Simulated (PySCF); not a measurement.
A PySCF script (with the pyscf-properties extension) for the NMR shieldings of `C=CCNB(C)Cl`, C$_{4}$H$_{9}$BClN, on a GFN2-xTB geometry:

```python
import basis_set_exchange as bse
import numpy as np
from pyscf import gto, dft
from pyscf.prop import nmr

atoms = """
C     2.254498    0.715836    0.527544
C     2.140441   -0.481406   -0.015232
C     0.846248   -1.178135   -0.323415
N    -0.318562   -0.500630    0.204469
B    -1.365019    0.085769   -0.485513
C    -2.556740    0.821858    0.258382
Cl   -1.370321   -0.006563   -2.227809
H     3.215432    1.161156    0.717525
H     1.392715    1.305607    0.793139
H     3.019785   -1.049900   -0.287034
H     0.733660   -1.253251   -1.409392
H     0.889633   -2.200254    0.076855
H    -0.297411   -0.444294    1.212530
H    -2.439494    0.818573    1.339217
H    -3.512950    0.355965    0.028350
H    -2.639515    1.858612   -0.061979
"""
names = dict.fromkeys(["C", "N", "B", "Cl", "H"], "pcSseg-1")
basis = {el: gto.basis.parse(bse.get_basis(n, elements=[el], fmt="nwchem")) for el, n in names.items()}
mol = gto.M(atom=atoms, basis=basis, charge=0, verbose=0)
mf = dft.RKS(mol, xc="PBE0")
mf.grids.level = 2
mf.grids.alignment = dft.numint.BLKSIZE   # the property module wants whole blocks of grid points
mf.conv_tol = 1e-9
mf.kernel()

calc = nmr.RKS(mf)   # GIAO
C = mf.mo_coeff
Co = C[:, mf.mo_occ > 0]
resp = mf.gen_response(singlet=True, hermi=2)
def vind(x):   # induced exchange potential for any number of trial vectors
    d = np.einsum("pi,xij,qj->xpq", C, 2 * x.reshape(-1, C.shape[1], Co.shape[1]), Co, optimize=True)
    return np.einsum("xpq,pi,qj->xij", resp(d - d.transpose(0, 2, 1)), C, Co, optimize=True).ravel()
mo1, _ = nmr.rhf.solve_mo1(calc, with_cphf=vind)
sigma = calc.kernel(mo1)
for i, s in enumerate(sigma):   # ppm
    w = np.linalg.eigvalsh((s + s.T) / 2)
    print("%2d %-2s iso %8.1f  s11 %8.1f  s22 %8.1f  s33 %8.1f" % (i, mol.atom_pure_symbol(i), w.mean(), *w))
```

Question: Give the expected output.

Answer: 
```
 0 C  iso     68.6  s11    -46.3  s22     74.4  s33    177.9
 1 C  iso     40.3  s11    -79.5  s22     46.9  s33    153.6
 2 C  iso    137.7  s11    119.8  s22    135.1  s33    158.1
 3 N  iso    142.4  s11     53.3  s22    185.6  s33    188.4
 4 B  iso     62.4  s11     29.6  s22     61.1  s33     96.5
 5 C  iso    179.9  s11    170.8  s22    172.0  s33    196.8
 6 Cl iso    866.5  s11    650.7  s22    917.5  s33   1031.2
 7 H  iso     26.2  s11     24.0  s22     25.3  s33     29.4
 8 H  iso     26.1  s11     23.2  s22     24.4  s33     30.7
 9 H  iso     25.5  s11     24.0  s22     25.0  s33     27.4
10 H  iso     27.0  s11     21.4  s22     28.8  s33     30.7
11 H  iso     28.1  s11     22.6  s22     27.2  s33     34.6
12 H  iso     27.8  s11     21.7  s22     28.6  s33     33.1
13 H  iso     31.5  s11     26.9  s22     30.1  s33     37.5
14 H  iso     31.0  s11     26.8  s22     29.0  s33     37.1
15 H  iso     31.0  s11     27.1  s22     28.9  s33     36.9
```

These numbers come from an equivalent density-fitted implementation of the same equations, which agrees with the script to about 0.01 ppm for H and up to a few tenths of a ppm for heavy atoms, so last digits may differ.

Size and cost of the density-fitted run: 171 basis functions, 34 s wall time on 1 thread of an Arm Neoverse V1, shared host; peak memory 0.77 GiB.
